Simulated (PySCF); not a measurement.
Simulated outer-valence photoelectron spectrum of `C([SiH2]P)=C`. Theory: EOM-IP-CCSD/aug-cc-pVDZ in PySCF, restricted Hartree–Fock reference, frozen core, non-relativistic, gas phase, PBE0-D3(BJ)/def2-SVP geometry.

Each root has a Gaussian of 0.3 eV full width with its one-hole share as area; cross sections and vibrations are left out, and the highest printed point is 100.

```
ionisation energy (eV)  intensity
                   9.0          0
                   9.2         17
                   9.4         97
                   9.6         46
                   9.8          2
                  10.0          1
                  10.2         39
                  10.4        100
                  10.6         22
                  10.8         21
                  11.0         99
                  11.2         42
                  11.4         23
                  11.6         99
                  11.8         40
                  12.0          1
                  12.2          2
                  12.4         42
                  12.6         97
                  12.8         19
                  13.0          9
                  13.2         83
                  13.4         64
                  13.6          4
                  13.8          4
                  14.0         61
                  14.2         85
                  14.4         10
                  14.6          0
                  14.8          0
                  15.0          1
                  15.2         31
                  15.4         99
                  15.6         27
                  15.8          1
```

**Question.** Where are the maxima, and how many lines lie under the curve?

**Answer.** 8 maxima, at 9.4, 10.4, 11.0, 11.6, 12.6, 13.3, 14.1 and 15.4 eV, from 8 lines.

**Question.** List the lines with their holes.

**Answer.** 
```tsv
E (eV)	leading hole (HF orbital)	area	Koopmans (eV)
9.44	HOMO	0.95	9.75
10.38	HOMO-1	0.95	10.56
11.03	HOMO-2	0.95	11.87
11.63	HOMO-3	0.95	12.49
12.57	HOMO-4	0.94	13.44
13.28	HOMO-5	0.94	14.12
14.13	HOMO-6	0.94	15.47
15.39	HOMO-7	0.92	16.94
```

The widest gap, 1.26 eV, lies between 14.13 and 15.39 eV. Only orbitals with −ε under 21 eV, eight at most, were ionised, so the high end of the curve may lack lines.

On an Arm Neoverse V1 with one thread, no GPU, on a shared host, this took 4.4 min of wall time.

Shape of the structure used: `[CH2:1]=[CH:2][SiH2:3][PH2:4]`: C1–C2–Si3–P4 -111°, H–P4–Si3–C2 -166°, H–P4–Si3–C2 -72°.

One conformer stands for the species.
